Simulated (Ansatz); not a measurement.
Consider the cleavage of the Si–Si bond: `O[SiH2][SiH](Cl)Cl` + `FBS` → `O[SiH2]SBF` + `Cl[SiH2]Cl`.

Computed with Ansatz on PBE0-D4/def2-TZVP structures; ΔE is electronic, products minus reactants. CCSD(T)/CBS adds triple-zeta CCSD(T) − MP2 to the extrapolated MP2 energy (def2 sets, frozen cores). This one scheme is used for every species. Functionals use def2-TZVPP. Each species was taken in one conformer, which may not be the lowest.

```
             species  ωB97X-V energy (Eh)
`O[SiH2][SiH](Cl)Cl`          -1576.99197
               `FBS`           -524.13047
        `O[SiH2]SBF`           -890.10033
        `Cl[SiH2]Cl`          -1211.04822
```

**Question.** Work out ΔE.

**Answer.** ΔE = (-890.10033) + (-1211.04822) − (-1576.99197) − (-524.13047) = -0.02611 Eh = -16.4 kcal/mol. CCSD(T)/CBS gives -17.2 kcal/mol.

Largest T1 diagnostic among the species: 0.014.

From PBE to PBE0 (25 % exact exchange), in def2-TZVPP and without D4, ΔE moves by −1.4 kcal/mol.
